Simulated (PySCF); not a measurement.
A structure optimised at PBE-D3(BJ)/def2-SVPD, used in a PySCF frequency run:

```xyz
5

F      0.8227    -0.8227     0.8227
B      0.0000     0.0000     0.0000
F     -0.8227    -0.8227    -0.8227
F     -0.8227     0.8227     0.8227
F      0.8227     0.8227    -0.8227
```
Charge -1, spin multiplicity 1.

**Question.** Write its SMILES, formula and point group.

**Answer.** F[B-](F)(F)F, BF₄, Td

**Question.** What are its rotational constants (standard atomic weights)?

**Answer.** 4.9125, 4.9125, 4.9125 GHz
